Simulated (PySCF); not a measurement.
PySCF job for 5,5-difluorocyclopenta-1,3-diene (C₅H₄F₂), SMILES FC1(F)C=CC=C1, PBE0-D3(BJ)/def2-SVP. Geometry: PBE0-D3(BJ)/def2-SVP. One conformer was computed; it need not be the lowest.

```python
import numpy as np
from pyscf import gto, scf, dft, df
from pyscf.hessian import thermo

mol = gto.M(
    atom='''
    F     1.08487940    0.00000000   -1.39337679
    C    -0.00000000    0.00000000   -0.58151958
    F    -1.08487941    0.00000000   -1.39337679
    C    -0.00000000   -1.19431870    0.35177049
    C     0.00000000   -0.74417880    1.61120107
    C     0.00000000    0.74417880    1.61120107
    C    -0.00000000    1.19431870    0.35177050
    H    -0.00000000   -2.22255349   -0.00838782
    H    -0.00000000   -1.35458078    2.51550825
    H    -0.00000000    1.35458077    2.51550825
    H    -0.00000000    2.22255349   -0.00838781
    ''',
    basis='def2-SVP',
    charge=0,
    spin=0,
    max_memory=1600,
    verbose=3,
)
mf = dft.RKS(mol, xc='pbe0').density_fit(auxbasis='def2-universal-jkfit')
mf.disp = 'd3bj'
mf.grids.level = 3
mf.conv_tol = 1e-11
mf.max_cycle = 100
mf.kernel()

# [left out here: the lines that compute and print the analytic Hessian (its translational invariance restored by hand, since the grid's response is missing), thermochemistry and intensities]
```

Log of the run:

```
converged SCF energy = -391.868421898703

WARN: DFTD3 does not support analytical Hessian, using finite difference


WARN: Mole.unit (angstrom) is changed to Bohr

Mode                                 0                   1                   2
Irrep
Freq [cm^-1]                      165.6351            258.3500            439.1265
Reduced mass [au]                   5.4692              3.7320             10.5422
Force const [Dyne/A]                0.0884              0.1468              1.1977
Char temp [K]                     238.3120            371.7081            631.8052
Normal mode                   x     y     z       x     y     z       x     y     z
       0   F                -0.01 -0.00 -0.10   -0.00  0.12 -0.00    0.08 -0.00  0.11
       1   C                 0.08  0.00 -0.00    0.00 -0.00  0.00    0.00  0.00 -0.00
       2   F                -0.01 -0.00  0.10    0.00 -0.12  0.00   -0.08  0.00  0.11
       3   C                 0.08  0.00 -0.00   -0.05 -0.00  0.00   -0.00 -0.01 -0.07
       4   C                -0.10  0.00 -0.00   -0.09  0.00 -0.00    0.00 -0.00 -0.08
       5   C                -0.10 -0.00 -0.00    0.09 -0.00 -0.00    0.00  0.00 -0.08
       6   C                 0.08  0.00 -0.00    0.05 -0.00 -0.00   -0.00  0.01 -0.07
       7   H                 0.12  0.00 -0.00   -0.22 -0.00  0.00   -0.00  0.00 -0.11
       8   H                -0.22  0.00 -0.00   -0.25  0.00 -0.00    0.00  0.01 -0.07
       9   H                -0.22 -0.00 -0.00    0.25  0.00 -0.00    0.00 -0.01 -0.07
      10   H                 0.12  0.00 -0.00    0.22 -0.00 -0.00   -0.00 -0.00 -0.11
Mode                                 3                   4                   5
Irrep
Freq [cm^-1]                      467.5905            553.5400            568.3089
Reduced mass [au]                   4.6024              2.3014              2.8507
Force const [Dyne/A]                0.5929              0.4155              0.5425
[...]
       6   C                 0.00 -0.05  0.04    0.09 -0.00 -0.00    0.00  0.05 -0.08
       7   H                -0.00  0.02  0.12    0.53  0.00 -0.00   -0.00  0.10 -0.09
       8   H                -0.00 -0.04  0.03    0.23 -0.00  0.00   -0.00 -0.03  0.17
       9   H                -0.00  0.04  0.03   -0.23  0.00 -0.00   -0.00 -0.03 -0.17
      10   H                -0.00 -0.02  0.12   -0.53 -0.00 -0.00   -0.00  0.10  0.09
Mode                                 9                  10                  11
Irrep
Freq [cm^-1]                      773.2349            868.5897            978.0197
Reduced mass [au]                   1.5896              2.8909              1.3080
Force const [Dyne/A]                0.5600              1.2850              0.7372
Char temp [K]                    1112.5128           1249.7072           1407.1526
Normal mode                   x     y     z       x     y     z       x     y     z
       0   F                -0.04  0.00  0.05    0.03  0.00 -0.02    0.00 -0.00 -0.00
       1   C                -0.01 -0.00  0.00    0.00 -0.00 -0.00   -0.01  0.00  0.00
       2   F                -0.04 -0.00 -0.05   -0.03  0.00 -0.02    0.00  0.00  0.00
       3   C                 0.10 -0.00 -0.00   -0.00 -0.16  0.03    0.07 -0.00 -0.00
       4   C                 0.03  0.00 -0.00   -0.00  0.02 -0.03   -0.07 -0.00  0.00
       5   C                 0.03  0.00  0.00    0.00 -0.02 -0.03   -0.07  0.00  0.00
       6   C                 0.10 -0.00  0.00   -0.00  0.16  0.03    0.07  0.00 -0.00
       7   H                -0.36 -0.00  0.00    0.00 -0.22  0.18   -0.40 -0.00 -0.00
       8   H                -0.41  0.00 -0.00    0.00  0.22  0.11    0.46 -0.00 -0.00
       9   H                -0.41 -0.00  0.00    0.00 -0.22  0.11    0.46  0.00 -0.00
      10   H                -0.36 -0.00 -0.00    0.00  0.22  0.18   -0.40  0.00 -0.00
Mode                                12                  13                  14
Irrep
Freq [cm^-1]                      981.3634            989.2376           1064.3481
Reduced mass [au]                   1.4230              2.8368              1.1099
Force const [Dyne/A]                0.8074              1.6356              0.7408
Char temp [K]                    1411.9634           1423.2926           1531.3599
Normal mode                   x     y     z       x     y     z       x     y     z
       0   F                 0.00  0.00 -0.00    0.02  0.00 -0.02    0.02  0.00 -0.02
       1   C                -0.00 -0.00  0.00   -0.00 -0.00  0.04   -0.00 -0.00  0.05
       2   F                 0.00 -0.00  0.00   -0.02  0.00 -0.02   -0.02  0.00 -0.02
       3   C                -0.06 -0.00  0.00   -0.00 -0.08 -0.01    0.00  0.01  0.00
       4   C                 0.10 -0.00  0.00    0.00 -0.14  0.05   -0.00  0.02  0.02
       5   C                -0.10  0.00  0.00    0.00  0.14  0.05   -0.00 -0.02  0.02
       6   C                 0.06  0.00  0.00   -0.00  0.08 -0.01    0.00 -0.01  0.00
       7   H                 0.26  0.00 -0.00    0.00  0.00 -0.26   -0.00  0.16 -0.46
       8   H                -0.52  0.00  0.00   -0.00 -0.28 -0.04    0.00  0.38  0.26
       9   H                 0.52  0.00 -0.00   -0.00  0.28 -0.04    0.00 -0.38  0.26
      10   H                -0.26  0.00 -0.00    0.00 -0.00 -0.26   -0.00 -0.16 -0.46
Mode                                15                  16                  17
Irrep
Freq [cm^-1]                     1087.0708           1172.8898           1211.7437
Reduced mass [au]                   1.1548             10.7967              2.1436
Force const [Dyne/A]                0.8041              8.7510              1.8545
Char temp [K]                    1564.0528           1687.5272           1743.4293
Normal mode                   x     y     z       x     y     z       x     y     z
       0   F                -0.00  0.00  0.00    0.06  0.00 -0.04    0.00 -0.02 -0.00
       1   C                 0.00  0.01 -0.00   -0.25 -0.00  0.00   -0.00  0.19 -0.00
       2   F                 0.00  0.00  0.00    0.06 -0.00  0.04    0.00 -0.02  0.00
       3   C                 0.00 -0.07 -0.03    0.02  0.00  0.00    0.00 -0.05 -0.03
       4   C                -0.00  0.03  0.01    0.00  0.00 -0.00    0.00 -0.02 -0.03
       5   C                 0.00  0.03 -0.01    0.00 -0.00 -0.00    0.00 -0.02  0.03
       6   C                -0.00 -0.07  0.03    0.02 -0.00 -0.00    0.00 -0.05  0.03
       7   H                -0.00  0.09 -0.48   -0.01  0.00  0.00    0.00 -0.18  0.32
       8   H                 0.00  0.36  0.24   -0.09 -0.00 -0.00   -0.00  0.24  0.14
       9   H                -0.00  0.36 -0.24   -0.09  0.00 -0.00   -0.00  0.24 -0.14
      10   H                 0.00  0.09  0.48   -0.01  0.00  0.00    0.00 -0.18 -0.32
Mode                                18                  19                  20
Irrep
Freq [cm^-1]                     1270.0301           1327.6440           1394.7277
Reduced mass [au]                   4.6942              2.3051              2.3182
Force const [Dyne/A]                4.4611              2.3939              2.6569
Char temp [K]                    1827.2905           1910.1841           2006.7027
Normal mode                   x     y     z       x     y     z       x     y     z
       0   F                -0.04 -0.00  0.04   -0.00  0.01  0.00    0.01 -0.00 -0.02
       1   C                -0.00  0.00 -0.21    0.00 -0.13 -0.00    0.00  0.00  0.12
       2   F                 0.04  0.00  0.04   -0.00  0.01  0.00   -0.01 -0.00 -0.02
       3   C                 0.00 -0.00 -0.03   -0.00  0.09 -0.07   -0.00  0.06 -0.05
       4   C                 0.00 -0.07  0.05   -0.00 -0.06  0.00   -0.00 -0.11 -0.02
       5   C                 0.00  0.07  0.05    0.00 -0.06 -0.00   -0.00  0.11 -0.02
       6   C                 0.00  0.00 -0.03   -0.00  0.09  0.07   -0.00 -0.06 -0.05
       7   H                -0.00 -0.03  0.01    0.00  0.00  0.20    0.00 -0.06  0.31
       8   H                -0.00  0.16  0.21    0.00  0.30  0.25    0.00  0.22  0.20
       9   H                -0.00 -0.16  0.21    0.00  0.30 -0.25    0.00 -0.22  0.20
      10   H                -0.00  0.03  0.01    0.00  0.00 -0.20    0.00  0.06  0.31
Mode                                21                  22                  23
Irrep
Freq [cm^-1]                     1667.7253           1712.9866           3237.8518
Reduced mass [au]                   7.6260              6.0849              1.0899
Force const [Dyne/A]               12.4967             10.5199              6.7318
Char temp [K]                    2399.4854           2464.6063           4658.5478
Normal mode                   x     y     z       x     y     z       x     y     z
       0   F                 0.00  0.00 -0.00   -0.00  0.00  0.00   -0.00  0.00  0.00
       1   C                 0.00 -0.00  0.05   -0.00 -0.01 -0.00   -0.00 -0.00 -0.00
       2   F                -0.00  0.00 -0.00    0.00  0.00  0.00    0.00  0.00  0.00
       3   C                -0.00 -0.03 -0.14    0.00  0.03  0.13   -0.00  0.02  0.00
       4   C                 0.00  0.07  0.11   -0.00 -0.05 -0.13    0.00 -0.03  0.05
       5   C                 0.00 -0.07  0.11    0.00 -0.05  0.13    0.00 -0.03 -0.05
       6   C                -0.00  0.03 -0.14   -0.00  0.03 -0.13    0.00  0.02 -0.00
       7   H                 0.00 -0.12  0.06   -0.00  0.11 -0.04    0.00 -0.22 -0.08
       8   H                -0.00 -0.07  0.04    0.00  0.17 -0.01   -0.00  0.35 -0.53
       9   H                -0.00  0.07  0.04   -0.00  0.17  0.01   -0.00  0.35  0.53
      10   H                 0.00  0.12  0.06    0.00  0.11  0.04   -0.00 -0.22  0.08
Mode                                24                  25                  26
Irrep
Freq [cm^-1]                     3247.4667           3272.6812           3275.2122
Reduced mass [au]                   1.0918              1.1047              1.1096
Force const [Dyne/A]                6.7840              6.9712              7.0130
Char temp [K]                    4672.3815           4708.6596           4712.3012
Normal mode                   x     y     z       x     y     z       x     y     z
       0   F                -0.00  0.00  0.00   -0.00  0.00  0.00   -0.00 -0.00  0.00
       1   C                 0.00 -0.00 -0.00    0.00 -0.00 -0.00    0.00  0.00 -0.00
       2   F                 0.00 -0.00  0.00    0.00  0.00  0.00    0.00 -0.00  0.00
       3   C                -0.00 -0.02 -0.01   -0.00  0.05  0.02    0.00 -0.05 -0.02
       4   C                 0.00  0.03 -0.04    0.00  0.01 -0.02    0.00 -0.01  0.03
       5   C                -0.00 -0.03 -0.04    0.00  0.01  0.02   -0.00  0.01  0.03
       6   C                -0.00  0.02 -0.01    0.00  0.05 -0.02   -0.00  0.05 -0.02
       7   H                -0.00  0.29  0.10    0.00 -0.59 -0.21   -0.00  0.57  0.20
       8   H                -0.00 -0.34  0.50   -0.00 -0.13  0.19    0.00  0.17 -0.25
       9   H                -0.00  0.34  0.50   -0.00 -0.13 -0.19   -0.00 -0.17 -0.25
      10   H                -0.00 -0.29  0.10   -0.00 -0.59  0.21   -0.00 -0.57  0.20
temperature 298.1500 [K]
pressure 101325.00 [Pa]
Rotational constants [GHz] 4.77012 2.52614 2.33362
Symmetry number 2
Zero-point energy (ZPE) 0.07788 [Eh]   204477.468 [J/mol]
                           tot       elec      trans        rot        vib
Entropy [J/mol/K]       308.885      0.000    166.437    106.528     35.920
Cv [J/mol/K]             86.913      0.000     12.472     12.472     61.970
Cp [J/mol/K]             95.228      0.000     20.786     12.472     61.970
Internal energy [J/mol]                      3718.434   3718.434 211489.685
Internal energy [Eh]   -391.78504  -391.86842
Enthalpy [J/mol]                             6197.391   3718.434 211489.685
Enthalpy [Eh]          -391.78409
Gibbs free energy [J/mol]                  -43425.888 -28043.037 200780.249
Gibbs free energy [Eh] -391.81917
mode   freq/cm-1   IR/(km/mol)
   1      165.64         0.002
   2      258.35         0.000
   3      439.13        10.667
   4      467.59         3.494
   5      553.54        17.148
   6      568.31         0.000
   7      690.26         1.674
   8      738.70         0.000
   9      771.63         0.993
  10      773.23        49.947
  11      868.59         1.401
  12      978.02         0.969
  13      981.36         0.000
  14      989.24         1.208
  15     1064.35         8.358
  16     1087.07        10.136
  17     1172.89       249.656
  18     1211.74        19.286
  19     1270.03       114.339
  20     1327.64         5.438
  21     1394.73       121.105
  22     1667.73         9.629
  23     1712.99         0.063
  24     3237.85         6.398
  25     3247.47         1.881
  26     3272.68         0.341
  27     3275.21         0.062
max |gradient| / (hartree/bohr): 0.0002031073720293428
APT charges: [-0.5255  1.1119 -0.5255 -0.2069  0.0268  0.0268 -0.2069  0.087   0.0627
  0.0627  0.087 ]
```

The calculation finished and met its thresholds.
